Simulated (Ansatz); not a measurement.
`C[O][GeH]([OH])[O]C`. Total charge 0; spin multiplicity 1. Correlated methods include outer-core shells of Ge, which these sets cover unevenly. Scalar relativity is left out up to krypton.

```tsv
atom	x (Å)	y (Å)	z (Å)
C1	-1.714	0.484	-1.064
O2	-1.485	-0.287	0.098
Ge3	0.032	-1.167	0.268
O4	0.362	-2.140	-1.161
O5	1.389	-0.031	0.291
C6	1.429	0.997	1.257
H7	-2.708	0.929	-0.978
H8	-0.982	1.292	-1.170
H9	-1.686	-0.132	-1.970
H10	-0.115	-2.008	1.534
H11	1.113	-1.787	-1.647
H12	1.547	0.600	2.273
H13	0.528	1.620	1.233
H14	2.292	1.630	1.038
```

**Question.** Give the diagnostics of a CCSD(T)/def2-TZVPP run (frozen core, the Gaussian-basis code of Ansatz). (Best estimate.)

**Answer.** Computed: T1 = 0.0119, largest single amplitude 0.013, largest double 0.011, (T) share of the correlation energy 3.6 %, 9 CCSD cycles. The RHF solution is stable towards an unrestricted one. T1 lies under the customary mark of 0.02 for closed shells.
